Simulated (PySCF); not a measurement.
**`CB(C)C(F)=C=CF`, C5H7BF2**

Geometry (Å), atoms numbered from 1 in this order:
```xyz
15

C    -0.778    1.221    0.684
B    -0.736   -0.116   -0.126
C    -2.031   -0.887   -0.548
C     0.648   -0.742   -0.546
F     0.605   -1.830   -1.338
C     1.819   -0.278   -0.151
C     2.936    0.275    0.247
F     3.555   -0.045    1.381
H     0.172    1.520    1.149
H    -1.579    1.218    1.440
H    -1.059    2.014   -0.037
H    -2.956   -0.300   -0.460
H    -1.957   -1.333   -1.551
H    -2.120   -1.747    0.145
H     3.463    1.049   -0.322
```

Level of theory: PySCF, TDDFT CAM-B3LYP/aug-cc-pVDZ circular dichroism and optical rotation, one conformer, gas phase. Geometry: PBE0-D3(BJ)/def2-SVP.

No stereocentre is labelled: unless the shape is locked (an allene, a helicene, a hindered biaryl), the mirror image is equally populated and a measured rotation or CD is zero.

Task: Draw the ECD and absorption spectra from the lowest 12 states, each a Gaussian of half-width 0.35 eV at 1/e height.

Result: 
| E (eV) | λ (nm) | Δε (L mol⁻¹ cm⁻¹) | ε (L mol⁻¹ cm⁻¹) |
| --- | --- | --- | --- |
| 4.05 | 306 | +0.14 | 3.07 |
| 4.15 | 299 | +0.30 | 6.39 |
| 4.25 | 292 | +0.53 | 11.3 |
| 4.35 | 285 | +0.79 | 17 |
| 4.45 | 279 | +1.01 | 21.8 |
| 4.55 | 273 | +1.10 | 23.7 |
| 4.65 | 267 | +1.01 | 22.6 |
| 4.75 | 261 | +0.80 | 21.5 |
| 4.85 | 256 | +0.56 | 31.8 |
| 4.95 | 251 | +0.44 | 86.2 |
| 5.05 | 246 | +0.61 | 268 |
| 5.15 | 241 | +1.30 | 749 |
| 5.25 | 236 | +2.80 | 1790 |
| 5.35 | 232 | +5.17 | 3660 |
| 5.45 | 228 | +7.84 | 6370 |
| 5.55 | 224 | +9.57 | 9460 |
| 5.65 | 220 | +9.02 | 12000 |
| 5.75 | 216 | +5.89 | 13000 |
| 5.85 | 212 | +1.53 | 12100 |
| 5.95 | 209 | -1.99 | 9710 |
| 6.05 | 205 | -3.41 | 6740 |
| 6.15 | 202 | -2.96 | 4100 |
| 6.25 | 198 | -1.76 | 2290 |
| 6.35 | 195 | -0.68 | 1460 |
| 6.45 | 192 | +0.02 | 1620 |
| 6.55 | 189 | +0.47 | 2800 |
| 6.65 | 187 | +0.70 | 5070 |
| 6.75 | 184 | +0.40 | 8290 |
| 6.85 | 181 | -1.03 | 12000 |
| 6.95 | 178 | -4.04 | 15500 |
| 7.05 | 176 | -8.42 | 18000 |
| 7.15 | 173 | -12.97 | 19000 |
| 7.25 | 171 | -15.95 | 17900 |
| 7.35 | 169 | -16.04 | 15200 |
| 7.45 | 167 | -13.20 | 11400 |
| 7.55 | 164 | -8.58 | 7580 |
| 7.65 | 162 | -3.78 | 4510 |
| 7.75 | 160 | -0.09 | 2520 |
| 7.85 | 158 | +1.93 | 1490 |

Δε uses R in velocity form, ε uses f in length form. Only the states computed contribute, so the short-wavelength end is incomplete.
